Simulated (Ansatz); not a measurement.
Ansatz (a first-principles code) input (BLYP/6-31G*):

Ansatz 0.2 input:
```yaml
crystal:
  periodic: [false, false, false]
  atoms:
    - {symbol: C, position_ang: [-1.44684500, 2.40660900, 0.53220300]}
    - {symbol: C, position_ang: [-1.09095600, 0.98759300, 0.08017400]}
    - {symbol: C, position_ang: [-1.94029300, -0.04659600, 0.81887300]}
    - {symbol: C, position_ang: [0.40422700, 0.75382900, 0.27654300]}
    - {symbol: Se, position_ang: [0.96493100, -1.01505400, -0.43621500]}
    - {symbol: H, position_ang: [-2.50608500, 2.61130900, 0.36553200]}
    - {symbol: H, position_ang: [-1.24639600, 2.53668000, 1.59897400]}
    - {symbol: H, position_ang: [-0.86923400, 3.15587500, -0.01253400]}
    - {symbol: H, position_ang: [-1.30380000, 0.90714800, -0.99080500]}
    - {symbol: H, position_ang: [-1.73294900, -0.01988200, 1.89200200]}
    - {symbol: H, position_ang: [-1.74509300, -1.06139500, 0.46855900]}
    - {symbol: H, position_ang: [-3.00352600, 0.15431700, 0.67706300]}
    - {symbol: H, position_ang: [0.66461700, 0.78844900, 1.33415200]}
    - {symbol: H, position_ang: [0.98315400, 1.50484900, -0.25621500]}
    - {symbol: H, position_ang: [2.39485200, -0.67413300, -0.49218600]}
basis:
  gaussian:
    orbitals: 6-31G*
hamiltonian:
  xc: {name: BLYP}
output: {forces: true}
```

Output:

```
Functional definition: BLYP
integrals: 0.07 GiB planned
1484 factors; their error is unknown
mean field: 0.36 GiB planned
mean field evaluation 1: about -69638.4018 eV, gradient 7.2e1 eV
mean field evaluation 2: about -69616.3631 eV, gradient 1.1e2 eV
mean field evaluation 4: about -69650.9244 eV, gradient 7.9e0 eV
mean field evaluation 8: about -69651.0809 eV, gradient 1.5e-1 eV
mean field evaluation 16: about -69650.9694 eV, gradient 5.4e-4 eV
mean field -69650.96942202 eV, -2559.6259151364 hartree, gradient 2.7e-5 eV, S^2 0.000000; 0 other end points of the search recorded, 0 dependent functions left out
the calculation of the forces begins
reference -69650.96974319 eV, -2559.6259269393 hartree; 34, 34 occupied and 81, 81 virtual orbitals, 1484 factors
Total energy: -69650.96974319 eV, -2559.6259269393 hartree
Atom 0 at    -1.446845     2.406609     0.532203 Å, force    -0.001493     0.058817     0.004530 eV/Å
Atom 1 at    -1.090956     0.987593     0.080174 Å, force    -0.035646    -0.020486    -0.033907 eV/Å
Atom 2 at    -1.940293    -0.046596     0.818873 Å, force    -0.054613    -0.031529     0.017153 eV/Å
Atom 3 at     0.404227     0.753829     0.276543 Å, force     0.048885     0.083463     0.029402 eV/Å
Atom 4 at     0.964931    -1.015054    -0.436215 Å, force    -0.288078    -0.681709    -0.205336 eV/Å
Atom 5 at    -2.506085     2.611309     0.365532 Å, force    -0.379994     0.097264    -0.052978 eV/Å
Atom 6 at    -1.246396     2.536680     1.598974 Å, force     0.057470     0.083550     0.379379 eV/Å
Atom 7 at    -0.869234     3.155875    -0.012534 Å, force     0.193683     0.300319    -0.184618 eV/Å
Atom 8 at    -1.303800     0.907148    -0.990805 Å, force    -0.085092    -0.016855    -0.384876 eV/Å
Atom 9 at    -1.732949    -0.019882     1.892002 Å, force     0.044937    -0.014239     0.388860 eV/Å
Atom 10 at    -1.745093    -1.061395     0.468559 Å, force     0.038675    -0.377058    -0.108759 eV/Å
Atom 11 at    -3.003526     0.154317     0.677063 Å, force    -0.398039     0.049544    -0.036058 eV/Å
Atom 12 at     0.664617     0.788449     1.334152 Å, force     0.110967     0.040478     0.383568 eV/Å
Atom 13 at     0.983154     1.504849    -0.256215 Å, force     0.227930     0.295644    -0.177694 eV/Å
Atom 14 at     2.394852    -0.674133    -0.492186 Å, force     0.520408     0.132797    -0.018665 eV/Å
Dipole moment:    -0.036037     0.342803     0.108289 e Å
```

The geometry given is a B3LYP-D3(BJ)/def2-TZVP minimum.
